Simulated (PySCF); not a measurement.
**Correlation energy of S³⁺ (sulfur, charge +3)**

[Ne] 3s2 3p1, 2P determinant. Calculation: PySCF 2.14, in cc-pV(D+d)Z (4s3p2d, 23 functions); the non-relativistic Hamiltonian (point nucleus). Frozen: [Ne]; 3 electrons correlated.

MP2 pair energies summed by pair of shells (mhartree):

```csv
pair,energy,share (%)
3s-3s,-24.31,57.7
3s-3p,-17.85,42.3
```

Total MP2 correlation energy: -42.16 mhartree.

Same-spin part -2.46 and opposite-spin part -39.70 mhartree; SCS-MP2 scales them by 1/3 and 6/5 to -48.46 mhartree.

| level | correlation energy (mhartree) |
| --- | --- |
| CCSD | -64.02 |
| (T) | -0.62 |
| CCSD(T) | -64.64 |

Diagnostics: T1 = 0.0094, D1 = 0.0225, largest double amplitude 0.110.

Cost of the coupled-cluster step: 0.11 s of wall time on 1 thread of Neoverse-V1 (shared host), for 3 correlated electrons.

Iterations:

```
CC2 = 0
CCSD nocc = (np.int64(2), np.int64(1)), nmo = (18, 18)
frozen orbitals [[0, 1, 2, 3, 4], [0, 1, 2, 3, 4]]
max_cycle = 100
direct = 0
conv_tol = 1e-08
conv_tol_normt = 1e-06
diis_space = 8
diis_start_cycle = 0
Init t2, MP2 energy = -0.0421604411837297
Init E_corr(UCCSD) = -0.0421604411871069
cycle = 1  E_corr(UCCSD) = -0.0559401682243113  dE = -0.013779727  norm(t1,t2) = 0.0513167
cycle = 2  E_corr(UCCSD) = -0.0607981167198549  dE = -0.0048579485  norm(t1,t2) = 0.0209776
cycle = 3  E_corr(UCCSD) = -0.0640273903828492  dE = -0.00322927366  norm(t1,t2) = 0.00920373
cycle = 4  E_corr(UCCSD) = -0.0640052227531905  dE = 2.21676297e-05  norm(t1,t2) = 0.00102078
cycle = 5  E_corr(UCCSD) = -0.0640254002337862  dE = -2.01774806e-05  norm(t1,t2) = 0.000109095
cycle = 6  E_corr(UCCSD) = -0.0640188960166802  dE = 6.50421711e-06  norm(t1,t2) = 1.89561e-05
cycle = 7  E_corr(UCCSD) = -0.0640217866990033  dE = -2.89068232e-06  norm(t1,t2) = 6.17223e-06
cycle = 8  E_corr(UCCSD) = -0.0640210547610891  dE = 7.31937914e-07  norm(t1,t2) = 1.82954e-06
cycle = 9  E_corr(UCCSD) = -0.0640210898839146  dE = -3.51228255e-08  norm(t1,t2) = 1.55401e-07
cycle = 10  E_corr(UCCSD) = -0.0640210965402171  dE = -6.65630255e-09  norm(t1,t2) = 2.66427e-08
UCCSD converged
E(UCCSD) = -395.132840911527  E_corr = -0.06402109654021715
UCCSD(T) correction = -0.000618822816256512
```
